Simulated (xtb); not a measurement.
Al(Cl)(H)(SMe) (CH4AlClS), SMILES C[S][AlH][Cl]. All values are semi-empirical tight-binding results from xtb (GFN2-xTB unless named), good for trends rather than for accurate numbers. Coordinates come from a GFN2-xTB optimisation. Other conformers were not sampled.

For metal compounds this method's bond lengths and energies can be far off.

### Question
Estimate the properties. (The exact figures need the calculation; the answer reports its results.)

### Answer

- point group as xtb finds it = Cs
- orbital gap = 3.76 eV
- zero-point energy = 29.0 kcal/mol
- G − E(el) at 298.15 K (modified RRHO) = 9.2 kcal/mol
